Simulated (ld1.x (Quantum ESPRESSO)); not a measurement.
# B (Z = 5), ultrasoft: configuration errors across variants

```
Element                 : boron
Generator               : ld1.x (Quantum ESPRESSO) 7.5
Type                    : ultrasoft
Functional              : BLYP
Relativity              : non-relativistic
Frozen core             : [He]
Valence charge          : 3
Reference configuration : 2s2 2p1
Partial waves           : 2s (bound): rcut 1.05, rcutus 1.50 bohr; 2s channel at -0.2 Ry: rcut 1.05, rcutus 1.50 bohr; 2p (bound): rcut 3.00, rcutus 3.50 bohr; 2p channel at 1.65 Ry: rcut 3.00, rcutus 3.50 bohr; 3d channel at 0.15 Ry: rcut 2.10, rcutus 2.50 bohr; 3d channel at 2.75 Ry: rcut 2.10, rcutus 2.50 bohr
Local potential         : all-electron potential smoothed inside 2.00 bohr (lloc = -1)
Core correction         : none
Augmentation charge     : PSQ, inside the norm-conserving radii
```

All-electron excitation energies from the reference (eV): (1) 2s2 2p0 8.175; (2) 2s1 2p0 33.518; (3) 2s2 2p0.5 2.858; (4) 2s1 2p2 5.777; (5) 2s2 2p1.3 -0.717; (6) 2s0 2p3 11.584; (7) 2s1 2p1 14.220.

1 further variants failed, have other tests or another functional or relativity, and are left out.

Errors AE − PS in meV (a dash: test not solved or not reliable):

| change | (1) | (2) | (3) | (4) | (5) | (6) | (7) | bound ghosts |
| --- | --- | --- | --- | --- | --- | --- | --- | --- |
| base | +65 | +195 | +9.5 | +30 | +1.1 | +127 | -3.3 | none |
| wave 3d channel at 2.75 Ry: rcut 2.10, rcutus 2.50 bohr becomes 3d channel at -0.19 Ry: rcut 2.10, rcutus 2.50 bohr | +65 | +195 | +9.5 | +30 | +1.1 | +127 | -3.3 | none |
| type TM; waves now 2s (bound): rc 1.50 bohr; 2p (bound): rc 3.50 bohr; 3d channel at 0.15 Ry: rc 2.50 bohr; local potential all-electron potential smoothed inside 1.80 bohr (lloc = -1) | +156 | +475 | +23 | -22 | +2.4 | -86 | -69 | none |
| local potential all-electron potential smoothed inside 1.85 bohr (lloc = -1) | +65 | +195 | +9.5 | +30 | +1.1 | +127 | -3.2 | none |
| waves 3d channel at 0.15 Ry: rcut 2.10, rcutus 2.86 bohr; 3d channel at 2.75 Ry: rcut 2.10, rcutus 2.86 bohr | +65 | +195 | +9.5 | +30 | +1.1 | +127 | -3.3 | none |
| removed wave 3d channel at 2.75 Ry: rcut 2.10, rcutus 2.50 bohr | +65 | +195 | +9.5 | +30 | +1.1 | +127 | -3.3 | none |

Task: Give the same row for: local potential all-electron potential smoothed inside 2.34 bohr (lloc = -1).

Result: +65, +197, +9.5, +31, +1.1, +127, -0.8; bound ghosts: none.
